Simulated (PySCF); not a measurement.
BrClF2Ge. Atoms are numbered in the order given.

```xyz
5

F      1.2936     0.8038    -1.3716
Ge     0.3101     0.4667     0.0000
F      1.2936     0.8038     1.3716
Cl    -1.3453     1.7950     0.0000
Br    -0.2954    -1.7119     0.0000
```

Coordinates come from a TPSSh-D3(BJ)/def2-SVP optimisation.

Method: M06-2X/def2-TZVP (PySCF).

Symmetry labels are those of the subgroup Cs that the program uses (full group Cs).

Computed valence orbital energies around the gap with their symmetry:
```json
[
 {"orbital": "HOMO−7", "symmetry": "A\"", "energy (eV)": "-14.73"},
 {"orbital": "HOMO−6", "symmetry": "A\"", "energy (eV)": "-14.43"},
 {"orbital": "HOMO−5", "symmetry": "A'", "energy (eV)": "-13.99"},
 {"orbital": "HOMO−4", "symmetry": "A'", "energy (eV)": "-12.65"},
 {"orbital": "HOMO−3", "symmetry": "A\"", "energy (eV)": "-11.80"},
 {"orbital": "HOMO−2", "symmetry": "A'", "energy (eV)": "-11.79"},
 {"orbital": "HOMO−1", "symmetry": "A\"", "energy (eV)": "-10.96"},
 {"orbital": "HOMO", "symmetry": "A'", "energy (eV)": "-10.86"},
 {"orbital": "LUMO", "symmetry": "A'", "energy (eV)": "-1.11"},
 {"orbital": "LUMO+1", "symmetry": "A\"", "energy (eV)": "1.15"},
 {"orbital": "LUMO+2", "symmetry": "A'", "energy (eV)": "1.54"},
 {"orbital": "LUMO+3", "symmetry": "A'", "energy (eV)": "2.04"}
]
```
